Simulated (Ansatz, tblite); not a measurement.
Removing and adding an electron: PdAu2. Charge 0, multiplicity 1. Geometry: PBE-D4/def2-TZVP. Ansatz, gas phase; energy differences of separate SCF runs; the oxidised species was run as a doublet alone; the reduced species was run as a doublet alone.

```csv
atom,x (Å),y (Å),z (Å)
Pd1,1.485,-0.176,0.009
Au2,-0.586,1.420,0.085
Au3,-0.900,-1.244,-0.095
```

In the def2 sets Au, Pd take a core potential; there is no spin–orbit coupling. The xTB rows come from tblite. Correlated methods freeze no core orbitals; core or outer-core shells of Pd, Au are correlated, in sets that lack core-valence functions. The structure comes from a short search, and lower isomers may exist.

```json
{"level": "GFN1-xTB", "−HOMO (eV)": "10.45", "vertical IE (eV)": "13.55", "−LUMO (eV)": "9.40", "vertical EA (eV)": "6.05", "HOMO–LUMO gap (eV)": "1.04", "IE − EA (eV)": "7.50", "remarks": "–"}
{"level": "GFN2-xTB", "−HOMO (eV)": "9.59", "vertical IE (eV)": "12.46", "−LUMO (eV)": "7.39", "vertical EA (eV)": "4.65", "HOMO–LUMO gap (eV)": "2.20", "IE − EA (eV)": "7.81", "remarks": "–"}
{"level": "HF/def2-TZVP", "−HOMO (eV)": "–", "vertical IE (eV)": "5.13", "−LUMO (eV)": "–", "vertical EA (eV)": "–", "HOMO–LUMO gap (eV)": "–", "IE − EA (eV)": "–", "remarks": "–"}
{"level": "PBE-D4/def2-TZVPD", "−HOMO (eV)": "4.78", "vertical IE (eV)": "–", "−LUMO (eV)": "4.06", "vertical EA (eV)": "1.78", "HOMO–LUMO gap (eV)": "0.72", "IE − EA (eV)": "–", "remarks": "HOMO above zero (-1 doublet)"}
{"level": "r2SCAN-D4/def2-TZVP", "−HOMO (eV)": "4.85", "vertical IE (eV)": "7.82", "−LUMO (eV)": "3.91", "vertical EA (eV)": "–", "HOMO–LUMO gap (eV)": "0.94", "IE − EA (eV)": "–", "remarks": "–"}
{"level": "r2SCAN-D4/def2-TZVPD", "−HOMO (eV)": "4.85", "vertical IE (eV)": "–", "−LUMO (eV)": "3.90", "vertical EA (eV)": "1.78", "HOMO–LUMO gap (eV)": "0.94", "IE − EA (eV)": "–", "remarks": "HOMO above zero (-1 doublet)"}
{"level": "PBE0-D4/def2-TZVP", "−HOMO (eV)": "5.91", "vertical IE (eV)": "7.60", "−LUMO (eV)": "3.20", "vertical EA (eV)": "–", "HOMO–LUMO gap (eV)": "2.71", "IE − EA (eV)": "–", "remarks": "–"}
{"level": "PBE0-D4/def2-TZVPD", "−HOMO (eV)": "5.91", "vertical IE (eV)": "–", "−LUMO (eV)": "3.19", "vertical EA (eV)": "1.63", "HOMO–LUMO gap (eV)": "2.71", "IE − EA (eV)": "–", "remarks": "–"}
{"level": "MP2/def2-TZVP", "−HOMO (eV)": "–", "vertical IE (eV)": "7.62", "−LUMO (eV)": "–", "vertical EA (eV)": "–", "HOMO–LUMO gap (eV)": "–", "IE − EA (eV)": "–", "remarks": "–"}
{"level": "CCSD/def2-TZVP", "−HOMO (eV)": "–", "vertical IE (eV)": "6.96", "−LUMO (eV)": "–", "vertical EA (eV)": "–", "HOMO–LUMO gap (eV)": "–", "IE − EA (eV)": "–", "remarks": "–"}
{"level": "CCSD(T)/def2-TZVP", "−HOMO (eV)": "–", "vertical IE (eV)": "7.29", "−LUMO (eV)": "–", "vertical EA (eV)": "–", "HOMO–LUMO gap (eV)": "–", "IE − EA (eV)": "–", "remarks": "–"}
```

Relaxing the oxidised species (PBE-D4/def2-TZVP) changes its energy by -0.04 eV at PBE0-D4/def2-TZVP, so the adiabatic ionisation energy to this nearest minimum is 7.56 eV.  Run but left out: PBE-D4/def2-TZVP (charge +1 doublet: an occupied level 0.01 eV above an empty one).   A HOMO above zero means that the electron is unbound at that level or that self-interaction error raises the level; the energy of removing that electron tells which. Raw xTB energy differences between charge states are shifted by several eV; the methods need an empirical correction for them.
